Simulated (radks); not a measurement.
Values are calculated unless marked as measured or tabulated.
Charge is removed step by step from the 2p3/2 level of the bismuth ion Bi72+, starting from [He] 2s2 2p(1/2: 2, 3/2: 4) 3s1. Code: a radial shooting solver on a logarithmic mesh with Libxc functionals. Model: Dirac Kohn-Sham, LDA (Slater exchange, Perdew-Wang correlation), spin-unpolarised, spherical densities, finite nucleus; Fermi nuclear charge, rms radius 5.5211 fm.

| removed (e) | E - E(0) (eV) | eigenvalue (eV) | E minus straight line (eV) |
|---|---|---|---|
| 0 | 0.000 | -19776.0 | 0.000 |
| 0.1 | 1979.5 | -19813.9 | -17.073 |
| 0.2 | 3962.8 | -19851.8 | -30.357 |
| 0.3 | 5949.8 | -19889.7 | -39.850 |
| 0.4 | 7940.7 | -19927.6 | -45.550 |
| 0.5 | 9935.4 | -19965.6 | -47.456 |
| 0.6 | 11933.8 | -20004 | -45.566 |
| 0.7 | 13936.1 | -20042 | -39.877 |
| 0.8 | 15942.1 | -20080 | -30.387 |
| 0.9 | 17952.0 | -20118 | -17.096 |
| 1 | 19965.7 | -20156 | 0.000 |

Removing the whole electron costs 19965.7 eV by Delta-SCF, against 19776.0 eV from minus the eigenvalue at the starting occupation. Slater's transition state (half an electron removed) gives 19965.6 eV. Integrating minus the eigenvalue over the occupation (Janak's theorem) gives 19965.7 eV. The mean slope of the eigenvalue, de/dn, is 380 eV per electron.
